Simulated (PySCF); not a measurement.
BF3, SMILES FB(F)F. Heavy atoms are numbered as in [F:1][B:2]([F:3])[F:4].

The structure is a stationary point at B3LYP-D3(BJ)/def2-TZVP.

Calculation: PBE/pcSseg-1 in PySCF.

GIAO shieldings, no solvent; atoms alike by connectivity are averaged. δ = σ(ref) − σ: ¹⁹F against CFCl3 (σ = 133.6 ppm), references at their B3LYP-D3(BJ)/def2-TZVP geometries, non-relativistic.

### Question
Estimate the chemical shifts. (An estimate is asked for; the answer gives what the named calculation found.)

### Answer

```
nucleus  atoms  count  δ (ppm)
-------  -----  -----  -------
¹⁹F         F1      3   -151.5
```
